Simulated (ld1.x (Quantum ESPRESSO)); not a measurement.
## Scattering properties, TM potential for antimony (Sb)

```json
{"Element": "Sb", "Generator": "ld1.x (Quantum ESPRESSO) 7.5", "Type": "norm-conserving Troullier–Martins (Kleinman–Bylander form)", "Functional": "LDA (PZ)", "Relativity": "non-relativistic", "Frozen core": "[Kr] 4d10", "Valence charge": "5", "Reference configuration": "5s1.5 5p3.5", "Partial waves": "5s (bound): rc 2.15 bohr; 5p (bound): rc 3.02 bohr", "Local potential": "all-electron potential smoothed inside 2.30 bohr (lloc = -1)", "Core correction": "Bessel-smoothed model core inside 1.25 bohr"}
```

The phase is arctan(r·u′/u) with u = r·R(r), unwrapped; energies in Ry, scanned from -3 to 5 Ry. A pole is an energy at which the radial function vanishes at the test radius. The pseudo phase is shifted by a multiple of π to meet the all-electron one at the reference energy, and phase errors are pseudo minus all-electron; the curves can meet again beyond the range given. Levels narrower than the energy grid can be missing from the lists of poles.

Task: For each channel, where are the poles, and over which energies does the pseudopotential scatter like the atom?

Result:

| channel | radius (bohr) | reference energy (Ry) | poles, all-electron | poles, pseudo | unbroken range about the reference energy with phases within 0.05 rad | phase error 1 Ry above the reference energy (rad) |
| --- | --- | --- | --- | --- | --- | --- |
| s | 3.32 | -0.92 | -0.55, 4.13 | -0.55, 1.85, 4.68 | below 0.7 | -0.008 |
| p | 3.32 | -0.39 | 0.27 | 0.26, 3.39 | below 1.3 | -0.009 |

Phases in the p channel:

```csv
E (Ry),all-electron,pseudo
-3.00,1.378,1.378
-2.52,1.354,1.354
-2.04,1.319,1.319
-1.56,1.256,1.256
-1.08,1.103,1.102
-0.60,0.185,0.183
-0.12,-1.364,-1.366
0.36,-1.599,-1.604
0.84,-1.711,-1.726
1.32,-1.828,-1.883
1.80,-2.055,-2.428
2.28,-2.946,-4.182
2.76,-4.177,-4.558
3.24,-4.474,-4.684
3.72,-4.585,-4.772
4.20,-4.646,-4.888
4.68,-4.688,-5.252
```
